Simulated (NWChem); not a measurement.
Species: C₃H₅O, doublet; SMILES CC[C]=O

Program: NWChem. Pople sets run with spherical d functions. Spin-unrestricted. No stability test was run on the SCF state. Each level has its own optimisation; frequencies are unscaled. Brackets give each atom's bonded neighbours. One conformer.

| level | r C–C [C(CCHH)–C(CHHH)] (Å) | r C–H [C(CHHH)–H(C)] (Å) | r C–C [C(CCHH)–C(CO)] (Å) | r C–H [C(CCHH)–H(C)] (Å) | highest harmonic frequency (cm⁻¹) | lowest (cm⁻¹) | zero-point energy (kcal/mol) | dipole (D) |
|---|---|---|---|---|---|---|---|---|
| UHF/3-21G | 1.538 | 1.083 | 1.518 | 1.085 | 3282 | 61 | 48.4 | 3.07 |
| UHF/6-31G* | 1.527 | 1.084 | 1.520 | 1.086 | 3286 | 53 | 48.5 | 2.90 |
| B3LYP/6-31G* | 1.531 | 1.095 | 1.527 | 1.099 | 3136 | 60 | 45.4 | 2.48 |
